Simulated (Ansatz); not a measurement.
B2O2 (`O=BB=O`). Charge 0, multiplicity 1.

| atom | x (Å) | y (Å) | z (Å) |
| --- | --- | --- | --- |
| O1 | 0.004 | 0.086 | -2.015 |
| B2 | 0.001 | 0.035 | -0.819 |
| B3 | -0.002 | -0.035 | 0.819 |
| O4 | -0.004 | -0.086 | 2.015 |

(1) Give the diagnostics of a CCSD(T)/def2-TZVPP run (frozen core, Ansatz). (Best estimate.)

## Answers

(1) Ansatz gave: T1 = 0.0219, largest single amplitude 0.050, largest double 0.042, (T) share of the correlation energy 4.6 %, 10 CCSD cycles. The RHF solution is stable towards an unrestricted one. T1 lies over the customary mark of 0.02 for closed shells.
